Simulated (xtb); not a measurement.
C2H5BeF, SMILES [F][Be][CH2]C. All values are semi-empirical tight-binding results from xtb (GFN2-xTB unless named), good for trends rather than for accurate numbers. Geometry: GFN2-xTB. Other conformers were not sampled.

For metal compounds this method's bond lengths and energies can be far off.

```json
{
 "point_group_as_xtb_finds_it": "Cs",
 "orbital_gap": "5.50 eV",
 "zero_point_energy": "42.2 kcal/mol",
 "G − E(el) at 298.15 K (modified RRHO)": "24.3 kcal/mol"
}
```

Computed IR lines (harmonic; lines under 4 % of the strongest left out, lines within 3 cm⁻¹ merged):
ν (cm⁻¹): 128 (w), 257 (m), 316 (s), 508 (w), 565 (vs), 939 (w), 1006 (w), 1042 (w), 1271 (m), 1293 (vs), 2923 (m), 2954 (w), 2991 (m), 3027 (m), 3036 (w) (against the strongest line: vs over 80 %, s over 45 %, m over 15 %, w over 4 %, vw less)
